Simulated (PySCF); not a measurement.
## Assignment exercise: C$_{5}$H$_{8}$N$_{2}$O$_{2}$Si

Geometry:
```
atom   x (Å)   y (Å)   z (Å)
  C1   2.955   0.857  -1.095
  O2   1.774   0.291  -0.606
 Si3   1.259   0.203   0.931
  O4  -0.144  -0.608   0.928
  C5  -1.325  -0.539   0.309
  C6  -1.323  -0.552  -1.156
  N7  -2.408  -0.515  -1.798
  C8  -2.489  -0.500   0.994
  C9  -2.555  -0.466   2.391
 N10  -2.619  -0.427   3.537
 H11   3.033   0.613  -2.155
 H12   2.939   1.942  -0.975
 H13   3.823   0.459  -0.568
 H14   2.067  -0.688   1.746
 H15   1.054   1.544   1.471
 H16  -0.319  -0.593  -1.592
 H17  -2.317  -0.530  -2.811
 H18  -3.414  -0.486   0.438
```

Theoretical values (PySCF 2.14.0 with density-fitted response routines): GFN2-xTB structure, PBE0/pcSseg-1 with gauge-including orbitals. One averaged value for each set of equivalent atoms, gas phase, one computed conformer, relativity neglected.

Shifts are taken against calculated references (same method and geometry level): $^{13}$C and $^{1}$H against TMS.

(1) Assign these signals to the numbered atoms. $^{13}$C{$^{1}$H} NMR (computed): δ 171.2 (CH), 171.2 (C), 121.1 (C), 87.5 (CH), 50.8 (CH3).

(2) Assign these signals to the numbered atoms. $^{1}$H NMR (400 MHz, computed): δ 11.74 (br s, 1H), 8.49 (s, 1H), 6.30 (s, 1H), 5.04 (s, 2H), 3.91 (s, 3H).

Answers

(1) 
| δ (ppm) | atoms | environment | reason |
| --- | --- | --- | --- |
| 171.2 | C6 | carbon bonded to C, N, H | – |
| 171.2 | C5 | carbon bonded to 2 C, O | – |
| 121.1 | C9 | carbon bonded to C, N | – |
| 87.5 | C8 | carbon bonded to 2 C, H | – |
| 50.8 | C1 | carbon bonded to O, 3 H | – |

C6 and C5 lie closer than the usual error of such a calculation, so a measured spectrum could show them in the other order.

(2) 
11.74 → H17, hydrogen on a nitrogen bonded to C
8.49 → H16, hydrogen on a carbon bonded to C, N
6.30 → H18, hydrogen on a carbon bonded to 2 C
5.04 → H14/H15, hydrogen on a silicon bonded to 2 O
3.91 → H11/H12/H13, hydrogen on a carbon bonded to O

Exchangeable OH/NH protons stand at their gas-phase positions; hydrogen bonding in a real sample shifts them, mostly to higher δ. Shifts are as computed. Against solution values, carbons near 30 ppm lie about +3 ppm off and those near 130 ppm about +5 ppm. Of 1309 compounds with measured shifts, 239 miss one by over three times the rms of a fit or turn the order of signals round; such compounds aren't used in these exercises. No couplings were computed; multiplicities are counted from neighbouring protons, with m where these are inequivalent, close in shift, in a saturated or five-membered ring or joined by F or P, and br s for small geminal =CH2 splittings.
